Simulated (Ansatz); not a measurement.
## C2H5I (iodoethane): from total energies to a heat of formation

C2H5I has 8 atoms, charge 0, and is taken as a singlet. As SMILES, `CCI`. Geometry: relaxed at PBE0-D4/def2-TZVP.

```xyz
8

C    -0.5002    0.5822   -0.2998
C     0.2526   -0.6339    0.1740
I     2.1155   -0.1159    1.1122
H    -1.4388    0.2683   -0.7690
H     0.0745    1.1464   -1.0356
H    -0.7418    1.2503    0.5280
H     0.5289   -1.3008   -0.6398
H    -0.2907   -1.1966    0.9300
```

Total energies at PBE-QIDH/def2-SVP (core potential), 6 core orbitals frozen (Ansatz 0.2.0); the atoms run unrestricted:

```
species    state  energy (Eh)
  C2H5I  singlet  -376.457575
      C  triplet   -37.748563
      I  doublet  -297.398411
      H  doublet    -0.501240
```

Harmonic wavenumbers at PBE0-D4/def2-TZVP, in cm⁻¹: 258, 258, 525, 748, 978, 997, 1082, 1238, 1258, 1405, 1474, 1476, 1489, 3044, 3110, 3124, 3141, 3183.

Measured heats of formation of the gaseous atoms at 298.15 K, in kJ/mol: C 716.9, I 106.8, H 218.0. Spin-orbit lowering of the atoms at 298 K (mean of the ground term's levels less their thermal mean, from spectra), in kJ/mol: C 0.02, I 30.32. Take 1 Eh = 2625.50 kJ/mol, 1 cm⁻¹ = 0.0119627 kJ/mol, RT = 2.479 kJ/mol.

Task: What heat of formation follows?

Result: 
1. Electronic atomisation energy: 2 × (-37.748563) + (-297.398411) + 5 × (-0.501240) − (-376.457575) = 1.055838 Eh = 2772.1 kJ/mol.
2. Zero-point energy: half the sum of the wavenumbers, 14394 cm⁻¹ = 172.2 kJ/mol.
3. Thermal vibrational enthalpy, Σ hcν̃/(exp(hcν̃/kT) − 1): 3.7 kJ/mol. Translation, rotation and pV of a non-linear molecule: 4 RT = 9.9 kJ/mol.
4. The 8 free atoms carry 5/2 RT each: 49.6 kJ/mol.
5. Spin-orbit coupling lowers the free atoms by 2 × 0.02 + 30.32 = 30.4 kJ/mol.
6. Atomisation enthalpy at 298 K: 2772.1 − 30.4 − 172.2 − 3.7 − 9.9 + 49.6 = 2605.5 kJ/mol.
7. Sum of the atoms' heats of formation: 2630.6 kJ/mol. Heat of formation: 2630.6 − 2605.5 = +25.1 kJ/mol.

The tabulated value is -7.1 kJ/mol (Active Thermochemical Tables), so this level is off by +32.2 kJ/mol, or 1.2 % of the atomisation enthalpy that the table implies (2637.6 kJ/mol). A double-zeta basis underbinds. Anharmonicity and any spin-orbit splitting of the molecule are left out, and so is core correlation.
